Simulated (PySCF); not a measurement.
Spectrum to structure. Method: TDDFT CAM-B3LYP/def2-SVPD, vertical, gas phase, core orbitals frozen in the response (PySCF 2.14.0, density-fitted response routines). Geometries: PBE0-D3(BJ)/def2-SVP, one conformer each. Relativistic effects are left out although some hold elements past zinc.

```
state  λ (nm)       f
   S1   206.2  0.0063
   S2   201.7   0.057
   S3   194.1   0.014
   S4   177.1   0.098
   S5   176.1  0.0049
   S6   167.5   0.030
   S7   165.4  0.0059
   S8   164.5   0.011
   S9   163.9   0.072
  S10   162.5  0.0034
```

Question: Which candidate is it?
A. `[S](C)[GaH2]`
B. `[H][Ga]([H])[O]CC`
C. `CS(C)=O`
D. `[H][Ga]([H])[O]C`

Answer: C. Its S1, at 6.01 eV, is the highest among the candidates; the nearest of the others has S1 at 5.50 eV. S1 is HOMO→LUMO+2 (44%), HOMO→LUMO+3 (33%), HOMO→LUMO+5 (12%). Löwdin shares by element: HOMO oxygen 53%, sulfur 31%, carbon 13%; LUMO sulfur 34%, carbon 26%, hydrogen 11% or more (atoms not listed hold the other 29%). At the same level the other candidates give, for their lowest levels:
- `[H][Ga]([H])[O]C`: 225 nm (f 0.002); 207 nm (f 0.070); 198 nm (f 0.002); 175 nm (f 0.008); 169 nm (f 0.042); T1 5.11 eV; HOMO -9.34, LUMO -0.38 eV
- `[H][Ga]([H])[O]CC`: 226 nm (f 0.002); 206 nm (f 0.077); 199 nm (f 0.002); 171 nm (f 0.019); 168 nm (f 0.059); T1 5.14 eV; HOMO -9.32, LUMO -0.37 eV
- `[H][Ga]([H])[S]C`: 244 nm (f 0.078); 231 nm (f 0.002); 208 nm (f 0.001); 204 nm (f 0.013); 193 nm (f 0.045); T1 4.18 eV; HOMO -8.43, LUMO -0.52 eV
Triplets come from the Tamm–Dancoff approximation.
